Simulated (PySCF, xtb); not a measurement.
Ga(Br)(OH)2 (BrGaH₂O₂), SMILES [OH][Ga]([OH])[Br].

GFN2-xTB in xtb at its own geometry gives an orbital gap of 4.05 eV and a dipole moment of 4.20 D.

Geometry: B3LYP-D3(BJ)/def2-SVP. Other conformers were not sampled.

Problem. What does B3LYP/def2-TZVP (PySCF) give? (Estimate from the structure and the level; the computed values follow.)

Solution. gap 6.66 eV (levels -8.43 and -1.76 eV), dipole 1.54 D.
